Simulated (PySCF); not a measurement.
**SrF2: from structure and modes to constants**

These are results of PySCF, PBE0, basis Sr def2-TZVP with ECP28, F def2-TZVP (scalar-relativistic core potentials, no spin–orbit coupling, density fitting), not measurements.

The singlet minimum has C2v symmetry. Masses (u): Sr 87.90561, F 18.99840.

```xyz
3
charge 0 multiplicity 1, angstrom
Sr   -0.2836    0.0000    0.0000
F     0.6179    1.9229    0.0000
F     0.6179   -1.9229    0.0000
```

Harmonic wavenumbers (cm⁻¹): 84.2 (a1, ×1), 477.0 (a1, ×1), 479.7 (b2, ×1).

Question: Find the principal moments of inertia and the rotational constants. What kind of rotor is it?

Answer: About the centre of mass I = 21.559, 140.49, 162.05 u Å². With B = 16.8576/I this gives 0.7819, 0.12, 0.104 cm⁻¹. The molecule is an asymmetric top with κ = -0.95.

Question: What is the harmonic zero-point energy?

Answer: Half the sum of all 3 wavenumbers, 1041/2 = 520 cm⁻¹, which is 6.2 kJ/mol (1 cm⁻¹ = 0.0119627 kJ/mol).

Other isomers or separated fragments may lie lower.
